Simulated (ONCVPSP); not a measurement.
Sb: one change to an ONCV potential, before and after

| Item | Value |
| --- | --- |
| Element | Sb (Z = 51) |
| Generator | ONCVPSP 4.0.1 |
| Type | optimised norm-conserving Vanderbilt (ONCV) |
| Functional | PBE |
| Relativity | scalar-relativistic |
| Frozen core | [Kr] 4d10 |
| Valence charge | 5 |
| Reference configuration | 5s2 5p2 (charge +1) |
| Partial waves | 5s: rc 1.70 bohr, ncon 3, nbas 6, qcut 3 1/bohr, 1 projector; 5p: rc 1.85 bohr, ncon 3, nbas 8, qcut 4 1/bohr, 3 projectors, debl 3.9 Ha |
| Local potential | polynomial inside 1.70 bohr (lpopt 5, dvloc0 1 Ha) |
| Core correction | Teter function fitted to the true core (icmod 2), fcfact 0.7 |

Change: s: rc 2.02.

Cutoffs: the cutoffs (Ha) at which the residual kinetic energy of the hardest occupied pseudo-wave falls to 1 and 0.1 mHa per electron; they do not see the model core or the augmentation charge, which bear on the density cutoff. Errors are all-electron minus pseudo energies relative to the spin-unpolarised reference configuration.

Predict the effect on cutoff, ghosts and configuration errors.

The potential gets neither clearly harder nor softer (19 Ha and 29 Ha → 17 Ha and 29 Ha); both files keep a bound ghost (s); of the 4 tests that both files solve, the error grows in 2 and shrinks in 0 by more than 15 % and 0.3 meV (median size 13.6 → 26.7 meV).

```tsv
quantity	base	changed
cutoff, loose	19 Ha	17 Ha
cutoff, tight	29 Ha	29 Ha
loose cutoff by channel	s 19 Ha, p 6.4 Ha	s 17 Ha, p 6.4 Ha
bound ghosts	s	s
GHOST(+) flags under 300 eV	p at 251.7 eV	p at 251.7 eV
error for 5s2 5p3, meV [ΔE -8.32 eV]	+7.2	+8.2
error for 5s2 5p1, meV [ΔE 15.97 eV]	+2.4	+6.1
error for 5s2 5p0, meV [ΔE 40.38 eV]	+20	+45
error for 5s1 5p0, meV [ΔE 84.68 eV]	-43	+49
p: phases at 1.88 bohr within 0.05 rad from the reference energy up to (Ha; the scan ends near 5)	to the end of the scan	to the end of the scan
rms error of d²Exc/dni dnj with the model core, mHa	1.01	0.85
```

 A true bound ghost makes a file unfit for plane-wave use even where its test errors are small: the radial tests pick states by their node count and pass the ghost by.
